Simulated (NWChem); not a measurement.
System: CH4O3Si; SMILES O=C[SiH](O)O

Here is an NWChem input.

```
start job
memory heap 200 mb stack 900 mb global 1100 mb
geometry units angstroms noautoz
  O      0.347561    -1.909183    -0.644703
  C     -0.522095    -1.247628    -0.120235
  Si    -0.024829     0.527314     0.434472
  O     -0.952404     1.529234    -0.503228
  O      1.591578     0.545372     0.101303
  H     -1.553409    -1.676876    -0.008311
  H     -0.232157     0.829542     1.875869
  H     -0.897139     2.477261    -0.351112
  H      1.827917    -0.230970    -0.430159
end
basis spherical
  * library def2-tzvp
end
dft
  xc becke88 lyp
  iterations 150
  semidirect filesize 400000000
  mulliken
end
task dft energy
```

NWChem printed, in part:

```
             Northwest Computational Chemistry Package (NWChem) 7.3.0
             --------------------------------------------------------

 C1  symmetry detected

                             Geometry "geometry" -> ""
                             -------------------------

 Output coordinates in angstroms (scale by  1.889725989 to convert to a.u.)

  No.       Tag          Charge          X              Y              Z
 ---- ---------------- ---------- -------------- -------------- --------------
    1 O                    8.0000    -0.11151881    -2.04472541    -0.32130733
    2 C                    6.0000    -0.76852980    -1.18896039     0.23098431
    3 Si                  14.0000     0.05768397     0.54112196     0.40296780
    4 O                    8.0000    -0.89059958     1.54549002    -0.51110192
    5 O                    8.0000     1.56798844     0.25595190    -0.19849518
    6 H                    1.0000    -1.80706472    -1.42895495     0.58345733
    7 H                    1.0000     0.17262198     1.06079922     1.79173587
    8 H                    1.0000    -0.68146261     2.48413345    -0.52370847
    9 H                    1.0000     1.59254822    -0.61165488    -0.63170434

 Effective nuclear repulsion energy (a.u.)     233.4246533082

                                 NWChem DFT Module
                                 -----------------

 Summary of "ao basis" -> "ao basis" (spherical)
 ------------------------------------------------------------------------------
       Tag                 Description            Shells   Functions and Types
 ---------------- ------------------------------  ------  ---------------------
 O                         def2-tzvp                11       31   5s3p2d1f
 C                         def2-tzvp                11       31   5s3p2d1f
 Si                        def2-tzvp                13       37   5s5p2d1f
 H                         def2-tzvp                 4        6   3s1p

            General Information
            -------------------
          SCF calculation type: DFT
          Wavefunction type:  closed shell.
          No. of atoms     :     9
          No. of electrons :    48
           Alpha electrons :    24
            Beta electrons :    24
          Charge           :     0
          Spin multiplicity:     1
          Use of symmetry is: off; symmetry adaption is: off
          Maximum number of iterations: 150
          AO basis - number of functions:   185
                     number of shells:    73
          Convergence on energy requested:  1.00D-06
          Convergence on density requested:  1.00D-05
          Convergence on gradient requested:  5.00D-04

              XC Information
              --------------
                    Becke 1988 Exchange Functional  1.000
              Lee-Yang-Parr Correlation Functional  1.000

             Grid Information
             ----------------
          Grid used for XC integration:  medium
          Radial quadrature: Mura-Knowles
          Angular quadrature: Lebedev.
          Tag              B.-S. Rad. Rad. Pts. Rad. Cut. Ang. Pts.
          ---              ---------- --------- --------- ---------
          O                   0.60       49          12.0       434
          C                   0.70       49          11.0       434
          Si                  1.10       88          10.0       590
          H                   0.35       45          11.0       434
          Grid pruning is: on
          Number of quadrature shells:   464
          Spatial weights used:  Erf1

      Superposition of Atomic Density Guess
      -------------------------------------

 Sum of atomic energies:        -552.85889725

      Non-variational initial energy
      ------------------------------

 Total energy =    -554.567713
 1-e energy   =   -1226.300878
 2-e energy   =     438.308511
 HOMO         =      -0.281823
 LUMO         =      -0.075647

------------------------------------------------------------
EAF file 0: "./job.aoints.0" size=562036736 bytes
------------------------------------------------------------
               write      read    awrite     aread      wait
               -----      ----    ------     -----      ----
     calls:     1072         0         0         0         0
   data(b): 5.62e+08  0.00e+00  0.00e+00  0.00e+00
   time(s): 0.00e+00  0.00e+00  0.00e+00  0.00e+00  0.00e+00
rate(mb/s): 0.00e+00  0.00e+00
------------------------------------------------------------

     ---------------------------------------------
      Total Density - Mulliken Population Analysis
     ---------------------------------------------

    Atom       Charge   Shell Charges
 -----------   ------   -------------------------------------------------------
    1 O    8     8.69   0.79  1.18  0.61  0.95  0.30  1.98  2.07  0.77  0.00  0.02  0.00
    2 C    6     5.59   0.86  1.12  0.55  0.67  0.14  0.95  0.97  0.21  0.03  0.07  0.01
    3 Si  14    12.98   2.00  0.59  1.39  0.80  0.36  4.11  1.73  0.48  0.88  0.21  0.19  0.17  0.07
    4 O    8     8.84   0.79  1.18  0.59  0.95  0.24  2.02  2.20  0.85  0.00  0.01  0.00
    5 O    8     8.84   0.79  1.18  0.59  0.95  0.24  2.02  2.21  0.83  0.00  0.01  0.00
    6 H    1     0.90   0.24  0.47  0.17  0.02
    7 H    1     1.06   0.23  0.53  0.29  0.01
    8 H    1     0.55   0.19  0.25  0.06  0.04
    9 H    1     0.55   0.19  0.26  0.06  0.04

   convergence    iter        energy       DeltaE   RMS-Dens  Diis-err
 ---------------- ----- ----------------- --------- --------- ---------
 d= 0,ls=0.0,diis     1   -555.6413113570 -7.89D+02  1.09D-02  2.21D+00
 d= 0,ls=0.0,diis     2   -554.7777376055  8.64D-01  8.73D-03  1.05D+01
 d= 0,ls=0.0,diis     3   -555.7921052235 -1.01D+00  2.74D-03  4.45D-01
 d= 0,ls=0.0,diis     4   -555.7965161359 -4.41D-03  1.64D-03  3.96D-01
 d= 0,ls=0.0,diis     5   -555.8311810850 -3.47D-02  2.29D-04  7.29D-03
  Resetting Diis
 d= 0,ls=0.0,diis     6   -555.8318082521 -6.27D-04  1.11D-04  6.83D-04
 d= 0,ls=0.0,diis     7   -555.8318784804 -7.02D-05  7.39D-05  8.78D-05
 d= 0,ls=0.0,diis     8   -555.8318460909  3.24D-05  4.98D-05  4.53D-04
 d= 0,ls=0.0,diis     9   -555.8318861153 -4.00D-05  7.61D-06  8.90D-06
 d= 0,ls=0.0,diis    10   -555.8318868128 -6.97D-07  3.63D-06  2.15D-06

         Total DFT energy =     -555.831886812778
      One electron energy =    -1230.427584473806
           Coulomb energy =      494.826145919742
    Exchange-Corr. energy =      -53.655101566916
 Nuclear repulsion energy =      233.424653308201

 Numeric. integr. density =       47.999995444791

                       DFT Final Molecular Orbital Analysis
                       ------------------------------------

 Vector   22  Occ=2.000000D+00  E=-2.889994D-01
              MO Center= -4.2D-01,  1.3D+00, -7.5D-02, r^2= 2.3D+00
   Bfn.  Coefficient  Atom+Function         Bfn.  Coefficient  Atom+Function
  ----- ------------  ---------------      ----- ------------  ---------------
   107      0.379460  4 O  pz               110      0.305851  4 O  pz
   113      0.235587  4 O  pz               170     -0.177616  7 H  s
   169     -0.154003  7 H  s                105     -0.113494  4 O  px
   136     -0.108227  5 O  px               168     -0.101248  7 H  s
   108     -0.095384  4 O  px               138      0.093133  5 O  pz

 Vector   23  Occ=2.000000D+00  E=-2.769413D-01
              MO Center=  9.3D-01,  5.2D-01, -1.5D-01, r^2= 2.3D+00
   Bfn.  Coefficient  Atom+Function         Bfn.  Coefficient  Atom+Function
  ----- ------------  ---------------      ----- ------------  ---------------
   138      0.351001  5 O  pz               141      0.284116  5 O  pz
   105      0.216676  4 O  px               144      0.212362  5 O  pz
   108      0.170982  4 O  px               137     -0.162143  5 O  py
   136      0.136515  5 O  px               140     -0.130509  5 O  py
   111      0.129709  4 O  px               143     -0.112160  5 O  py

 Vector   24  Occ=2.000000D+00  E=-2.147101D-01
              MO Center= -4.0D-01, -1.4D+00,  3.0D-02, r^2= 2.4D+00
   Bfn.  Coefficient  Atom+Function         Bfn.  Coefficient  Atom+Function
  ----- ------------  ---------------      ----- ------------  ---------------
     6      0.278892  1 O  px                 7      0.275431  1 O  py
   164      0.224307  6 H  s                  9      0.221770  1 O  px
    10      0.219915  1 O  py                13      0.193486  1 O  py
    12      0.184405  1 O  px               163      0.181653  6 H  s
    78      0.177960  3 Si py                66     -0.150801  3 Si s

 Vector   25  Occ=0.000000D+00  E=-1.074837D-01
              MO Center= -5.2D-01, -1.1D+00,  1.4D-01, r^2= 2.3D+00
   Bfn.  Coefficient  Atom+Function         Bfn.  Coefficient  Atom+Function
  ----- ------------  ---------------      ----- ------------  ---------------
    45      0.336996  2 C  pz                42      0.298565  2 C  pz
    39      0.293585  2 C  pz                14     -0.287630  1 O  pz
     8     -0.283808  1 O  pz                11     -0.220515  1 O  pz
    81     -0.172695  3 Si py                44     -0.141947  2 C  py
   104      0.134009  4 O  s                 36     -0.129064  2 C  s

 Vector   26  Occ=0.000000D+00  E=-9.564490D-03
              MO Center=  1.2D-01,  1.6D+00, -1.3D-01, r^2= 5.3D+00
   Bfn.  Coefficient  Atom+Function         Bfn.  Coefficient  Atom+Function
  ----- ------------  ---------------      ----- ------------  ---------------
    36      1.054138  2 C  s                 81      0.829967  3 Si py
   176      0.815057  8 H  s                104     -0.646872  4 O  s
   182      0.482443  9 H  s                 67     -0.401286  3 Si s
   135     -0.389001  5 O  s                 80      0.356883  3 Si px
     5     -0.329668  1 O  s                 43      0.308859  2 C  px

 Vector   27  Occ=0.000000D+00  E= 2.855065D-03
              MO Center= -2.2D-01,  6.6D-01,  3.3D-01, r^2= 6.1D+00
   Bfn.  Coefficient  Atom+Function         Bfn.  Coefficient  Atom+Function
  ----- ------------  ---------------      ----- ------------  ---------------
    80      0.810125  3 Si px               104      0.680324  4 O  s
    36      0.674590  2 C  s                135     -0.632970  5 O  s
   176     -0.569466  8 H  s                164     -0.552964  6 H  s
     5     -0.439885  1 O  s                182      0.295702  9 H  s
    43     -0.261843  2 C  px                77      0.249239  3 Si px

------------------------------------------------------------
EAF file 0: "./job.aoints.0" size=829423616 bytes
------------------------------------------------------------
               write      read    awrite     aread      wait
               -----      ----    ------     -----      ----
     calls:     1582         9         0     14229     14229
   data(b): 8.29e+08  4.72e+06  0.00e+00  7.46e+09
   time(s): 0.00e+00  0.00e+00  0.00e+00  0.00e+00  0.00e+00
rate(mb/s): 0.00e+00  0.00e+00
------------------------------------------------------------

     ---------------------------------------------
      Total Density - Mulliken Population Analysis
     ---------------------------------------------

    Atom       Charge   Shell Charges
 -----------   ------   -------------------------------------------------------
    1 O    8     8.24   0.79  1.18  0.63  0.88  0.36  1.90  1.71  0.76  0.00  0.03  0.00
    2 C    6     5.96   0.86  1.11  0.57  0.63  0.13  1.27  1.03  0.23  0.03  0.09  0.01
    3 Si  14    13.44   2.01  0.57  1.39  0.87  0.28  4.13  1.66  0.64  1.02  0.24  0.28  0.27  0.09
    4 O    8     8.49   0.79  1.18  0.59  0.89  0.28  1.94  1.87  0.92  0.00  0.01  0.00
    5 O    8     8.48   0.79  1.18  0.59  0.90  0.28  1.94  1.87  0.91  0.00  0.02  0.00
    6 H    1     0.93   0.28  0.49  0.14  0.02
    7 H    1     1.08   0.26  0.52  0.30  0.01
    8 H    1     0.69   0.26  0.33  0.05  0.05
    9 H    1     0.69   0.26  0.32  0.06  0.05

     -------------------------------------------
      Total Density - Lowdin Population Analysis
     -------------------------------------------

    Atom       Charge   Shell Charges
 -----------   ------   -------------------------------------------------------
    1 O    8     7.87   0.87  1.09  0.53  0.59  0.34  1.73  1.76  0.88  0.00  0.07  0.01
    2 C    6     6.36   0.91  1.04  0.40  0.38  0.22  1.09  1.20  0.53  0.05  0.46  0.08
    3 Si  14    13.97   2.00  0.83  1.09  0.47  0.27  3.85  1.87  0.70  0.99  0.46  0.31  0.81  0.34
    4 O    8     8.10   0.87  1.09  0.53  0.58  0.31  1.78  1.88  1.03  0.00  0.03  0.00
    5 O    8     8.10   0.87  1.09  0.53  0.58  0.31  1.77  1.88  1.02  0.00  0.03  0.00
    6 H    1     0.90   0.26  0.40  0.19  0.06
    7 H    1     1.05   0.25  0.47  0.31  0.02
    8 H    1     0.82   0.25  0.31  0.11  0.16
    9 H    1     0.82   0.24  0.30  0.12  0.16

     Multipole analysis of the density
     ---------------------------------

     L   x y z        total         alpha         beta         nuclear
     -   - - -        -----         -----         ----         -------
     0   0 0 0     -0.000000    -24.000000    -24.000000     48.000000

     1   1 0 0     -0.398844     -0.199422     -0.199422      0.000000
     1   0 1 0      0.610705      0.305352      0.305352      0.000000
     1   0 0 1      0.341712      0.170856      0.170856      0.000000

     2   2 0 0    -28.674459    -78.616082    -78.616082    128.557706
     2   1 1 0     -0.363222     -0.255605     -0.255605      0.147988
     2   1 0 1     -1.341491      0.571307      0.571307     -2.484106
     2   0 2 0    -25.630719   -147.396297   -147.396297    269.161875
     2   0 1 1     -0.931772     -0.622222     -0.622222      0.312672
     2   0 0 2    -27.145752    -31.514719    -31.514719     35.883687
```

Level: BLYP/def2-TZVP. Structure relaxed at the PBE0/def2-SVP level.
